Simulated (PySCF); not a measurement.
# Computed vibrations of [Pm(NH2)2]+

[Pm(NH2)2]+ (singlet in the valence; each metal's 4f electrons, 4 of them, lie in its core potential, out of spins and levels). PySCF 2.14.0, RKS PBE0, Pm lcecp-1-SVP with ECP50, N def2-SVP, H def2-SVP; non-relativistic Hamiltonian with scalar-relativistic core potentials where named; density fitting; no spin-orbit coupling. Central differences of gradients.

```xyz
7

Pm    0.0000    0.0000   -0.2350
N     1.7530    0.0000    1.0031
H     2.1571   -0.8109    1.4800
H     2.1571    0.8109    1.4800
N    -1.7530    0.0000    1.0031
H    -2.1571    0.8109    1.4800
H    -2.1571   -0.8109    1.4800
```

Run from Python with OMP_NUM_THREADS=2. Where DIIS fails, smearing, a level shift and second-order steps follow.
It took 38 s on 2 threads of Arm Neoverse V1, with other jobs on the host.

Problem. What are the harmonic wavenumbers and infrared intensities?

Solution. Modes are labelled in C2v; negative numbers are unstable modes, those under 60 cm⁻¹ near the noise; a finer grid moves soft modes by up to 10 cm⁻¹.
```json
{"cm⁻¹": "-407", "km/mol": "–", "symmetry": "b2"}
{"cm⁻¹": "-398", "km/mol": "–", "symmetry": "a2"}
{"cm⁻¹": "150", "km/mol": "0.1", "symmetry": "a1"}
{"cm⁻¹": "336", "km/mol": "0.0", "symmetry": "a2"}
{"cm⁻¹": "362", "km/mol": "81.9", "symmetry": "b2"}
{"cm⁻¹": "527", "km/mol": "175.9", "symmetry": "b1"}
{"cm⁻¹": "574", "km/mol": "243.1", "symmetry": "b1"}
{"cm⁻¹": "592", "km/mol": "168.4", "symmetry": "a1"}
{"cm⁻¹": "607", "km/mol": "92.2", "symmetry": "a1"}
{"cm⁻¹": "1506", "km/mol": "27.3", "symmetry": "b1"}
{"cm⁻¹": "1507", "km/mol": "54.0", "symmetry": "a1"}
{"cm⁻¹": "3511", "km/mol": "132.5", "symmetry": "b1"}
{"cm⁻¹": "3514", "km/mol": "79.4", "symmetry": "a1"}
{"cm⁻¹": "3587", "km/mol": "80.9", "symmetry": "b2"}
{"cm⁻¹": "3587", "km/mol": "0.0", "symmetry": "a2"}
```

Problem. Is this a minimum?

Solution. No: 2 unstable; the lowest moves the atoms so:
```
Pm   0.00 -0.01  0.00
N    0.00  0.04  0.00
H    0.31 -0.03 -0.39
H   -0.31 -0.03  0.39
N    0.00  0.04  0.00
H    0.31 -0.03  0.39
H   -0.31 -0.03 -0.39
```

An lcecp potential fixes the number of 4f electrons, so in runs with it no electron can move into or out of that shell.
